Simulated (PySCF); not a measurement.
Magnetic shielding above rings: a mixed set.

NICS = −σ at a ghost point: NICS(0) at the centroid of the ring atoms, NICS(1) 1 Å to either side along the normal of their mean plane, zz for the tensor component along that normal. Level: GIAO PBE0/pcSseg-1 (PySCF, non-relativistic, gas phase) on the GFN2-xTB geometries, one conformer each. Atom numbers follow the mapped SMILES.

Problem. Order these rings by mean NICS(1)zz, lowest (most negative) first (ppm).
A. ring C3–C4–C5–O6–C7 in `[CH:1]#[C:2][C@@H:3]1[CH2:4][CH2:5][O:6][C@H:7]1[CH2:8][F:9]`
B. ring C6–C7–C8 in `[CH3:1]/[C:2](=[N:3]\[NH:4][SiH3:5])[CH:6]1[CH2:7][CH2:8]1`
C. ring C4–C5–C8–Si9 in `[CH3:1][C:2](=[S:3])[C:4]1=[C:5]([CH2:6][SiH3:7])[CH2:8][SiH2:9]1`
D. ring C3–C4–C5–C6–C8–O9 in `[CH2:1]=[CH:2][C@H:3]1[CH2:4][CH2:5][C:6]([F:7])=[CH:8][O:9]1`
E. ring C4–C5–C6–C7–C8 in `[SiH3:1][NH:2][N:3]=[C:4]1[CH2:5][CH2:6][CH2:7][CH2:8]1`
F. ring P5–P6–P7 in `[CH3:1][CH2:2][C@H:3]([CH3:4])[p:5]1[pH:6][p:7]1[SiH3:8]`
G. ring C3–C4–N5–N7–N8 in `[CH3:1][O:2][c:3]1[cH:4][n:5]([CH3:6])[n:7][n:8]1`

Solution. G (-30.5), F (-27.2), B (-23.6), A (-7.2), E (-2.7), D (-1.5), C (2.5).

```csv
SMILES,ring,NICS(0),NICS(1),NICS(1)zz,HOMA,rms pucker (Å),ring atoms with four or more neighbours
COc1cn(C)nn1,5-membered ring with 3 N; formal bonds all aromatic,-13.6,-12.4,-30.5,0.97,0.00,0
CC[C@H](C)p1[pH]p1[SiH3],3-membered ring with 3 P; bonds drawn aromatic by RDKit's count,-37.2,-12.1,-27.2,–,0.00,0
C/C(=N\N[SiH3])C1CC1,3-membered carbocycle; formal bonds all single,-44.2,-8.3,-23.6,–,0.00,3
C#C[C@@H]1CCO[C@H]1CF,5-membered ring with O; formal bonds all single,-8.3,-3.6,-7.2,–,0.16,4
[SiH3]NN=C1CCCC1,5-membered carbocycle; formal bonds all single,-2.8,-3.3,-2.7,–,0.17,4
C=C[C@H]1CCC(F)=CO1,"6-membered ring with O; formal bonds 1 double, 5 single",-3.8,-2.4,-1.5,–,0.20,3
CC(=S)C1=C(C[SiH3])C[SiH2]1,"4-membered ring with Si; formal bonds 1 double, 3 single",-1.5,-3.1,2.5,–,0.00,2
```

NICS(0) gives another order. The isotropic NICS(1) gives another order. HOMA uses Krygowski's 1993 parameters; it is left out where a ring has a four-coordinate atom, a triple bond, no multiple bond or a kind of bond without parameters. NICS(1) and NICS(1)zz are means over the two faces.
